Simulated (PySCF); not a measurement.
**Deuteron quadrupole couplings in `C#C[c-]1cccc1`**

Species: C7H5 (charge -1).
Geometry (GFN2-xTB, Å), atoms numbered from 1 in this order:
```xyz
12
C7H5 angstrom
C      3.042   -0.214   -0.072
C      1.837   -0.128   -0.046
C      0.446   -0.031   -0.014
C     -0.461   -0.761   -0.809
C     -1.743   -0.367   -0.465
C     -1.651    0.605    0.540
C     -0.312    0.816    0.821
H      4.091   -0.287   -0.096
H     -0.189   -1.498   -1.554
H     -2.664   -0.746   -0.898
H     -2.488    1.106    1.016
H      0.095    1.505    1.551
```

Level: PBE0/pcSseg-1 (PySCF, non-relativistic); Q(2H) = 0.00286 b; rigid geometry, the same for H and D, with no vibrational averaging.

Q: Tabulate Vzz, the asymmetry η and χzz = 234.96 MHz × Q × Vzz for every hydrogen position.

A: 
| atom | bonded to | bond length (Å) | Vzz (au) | η | χzz (kHz) |
| --- | --- | --- | --- | --- | --- |
| H8 | C1 | 1.052 | 0.4071 | 0.04 | 274 |
| H9 | C4 | 1.083 | 0.3393 | 0.08 | 228 |
| H10 | C5 | 1.085 | 0.3381 | 0.08 | 227 |
| H11 | C6 | 1.085 | 0.3381 | 0.08 | 227 |
| H12 | C7 | 1.083 | 0.3394 | 0.08 | 228 |

Geometry: GFN2-xTB; no solvent, vibrations or thermal averaging. The pcSseg-1 basis has no diffuse functions, a weakness for an anion. GFN2-xTB bond lengths can be off by several hundredths of an ångström, more for odd bonds, and the gradients follow them. These gradients aren't converged with respect to the basis.
